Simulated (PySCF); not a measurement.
A structure optimised at r2SCAN-D4/def2-SVP, used in a PySCF frequency run:

```
W
N 1 1.7468
H 2 1.0190 1 153.69
O 1 1.8846 2 108.31 3 -123.92
H 4 0.9674 1 124.75 2 -6.25
S 1 2.1454 2 108.69 3 -5.23
Br 1 2.4361 2 107.43 3 113.38
```
Charge 0, spin multiplicity 1.

Write its SMILES and formula.

[NH]=[W]([OH])(=[S])[Br], BrH₂NOSW

What are its rotational constants (standard atomic weights)?

2.3137, 0.98029, 0.85483 GHz
